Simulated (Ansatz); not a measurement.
Relative energies of NbN3H6O isomers

2 of its isomers, all singlets with charge 0: A = `[NH2][Nb]([NH2])([NH2])=[O]`; B = `[NH]=[Nb]([NH2])([NH2])[OH]`.

Shapes, held fixed at every level: PBE0-D4/def2-TZVP. Flexible molecules stand in one conformer, not always the lowest. Programs: Ansatz 0.2.0.

A:

```xyz
11

N    -1.6615    0.8731   -0.1425
Nb    0.1941    0.3043    0.2800
N     0.1807   -1.4551    1.2019
N     1.2767    0.2011   -1.3821
O     0.8928    1.4539    1.3133
H    -2.0552    1.7574    0.1437
H    -2.3760    0.3100   -0.5802
H    -0.0046   -2.3525    0.7784
H     0.4572   -1.5851    2.1640
H     1.0114   -0.2547   -2.2429
H     2.1498    0.6905   -1.5130
```

B:

```xyz
11

N    -1.5519    0.4547    0.8192
Nb   -0.1771   -0.0339   -0.1444
N     0.6476   -1.5495    0.8359
N     1.0082    1.5557   -0.2236
O    -0.6078   -0.5914   -1.9251
H    -2.4101    0.7122    1.2810
H     0.3596   -1.8951    1.7374
H     1.4665   -2.0500    0.5195
H     0.8613    2.4255    0.2633
H     1.8887    1.5816   -0.7189
H    -1.4194   -0.6667   -2.4238
```

Electronic energies in kJ/mol, without zero-point or thermal terms.

```json
{"level": "B3LYP-D4/def2-TZVPP", "kind": "global hybrid", "B − A": "+57.2"}
{"level": "BHLYP-D4/def2-TZVPP", "kind": "global hybrid", "B − A": "+52.0"}
{"level": "PBE0-D4/def2-TZVPP", "kind": "global hybrid", "B − A": "+57.3"}
{"level": "wB97M-V/def2-TZVPP", "kind": "range-separated hybrid", "B − A": "+55.6"}
{"level": "wB97X-V/def2-TZVPP", "kind": "range-separated hybrid", "B − A": "+59.8"}
{"level": "CCSD(T)/def2-SVP", "kind": "coupled cluster or CI", "B − A": "+53.4"}
{"level": "CCSD(T)/def2-TZVPP", "kind": "coupled cluster or CI", "B − A": "+54.9"}
```

The highest level, CCSD(T)/def2-TZVPP, puts A lowest of these. All levels agree on that. The B − A difference spans +52.0 to +59.8 kJ/mol over the levels. For atoms past krypton def2 sets carry core potentials with scalar relativity. Correlated rows may include outer-core shells of Nb, which these sets cover unevenly.
